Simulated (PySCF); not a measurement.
## Worked example: entropy of an ideal gas

C2H5O, SMILES CC[O-], charge -1.

Geometry: PBE-D3(BJ)/def2-SVPD.

PBE-D3(BJ)/def2-SVPD (PySCF) gives the harmonic wavenumbers 269, 416, 743, 803, 996, 1110, 1199, 1207, 1252, 1312, 1365, 1379, 1409, 2383, 2463, 2866, 2967, 2995 cm⁻¹ and the rotational temperatures 1.8306, 0.4581, 0.4064 K. The molar mass is 45.06 g/mol, the symmetry number 1, the spin multiplicity 1.

Task: Work out the entropy at 298.15 K and 1 atm in the rigid-rotor, harmonic-oscillator model.

Result: 
Translation (Sackur–Tetrode at 1 atm): S = R[1.5 ln M + 2.5 ln T − 1.16487] = 156.2 J/(mol K).
Rotation: q = (√π/σ) T^1.5/√(θA θB θC) = 15600, S = R[ln q + 3/2] = 92.8 J/(mol K).
Vibration: with u = 1.4388 ν/T, each mode gives R[u/(e^u − 1) − ln(1 − e^−u)]:
```csv
ν (cm⁻¹),modes,u,S (J/(mol K))
269,1,1.30,6.71
416,1,2.01,3.79
743,1,3.59,1.08
803,1,3.88,0.86
996,1,4.81,0.40
1110,1,5.36,0.25
1199,1,5.79,0.17
1207,1,5.82,0.17
1252,1,6.04,0.14
1312,1,6.33,0.11
1365,1,6.59,0.09
1379,1,6.65,0.08
1409,1,6.80,0.07
```
The stiffer modes add less than 0.005 each. Sum 13.9 J/(mol K).
Spin: R ln 1 = 0.0 J/(mol K).
Total 262.9 J/(mol K); the program's own thermochemistry gives 262.9. Translation makes up 59 % and vibration 5 %. Anharmonicity, hindered rotation and orbital degeneracy are left out.
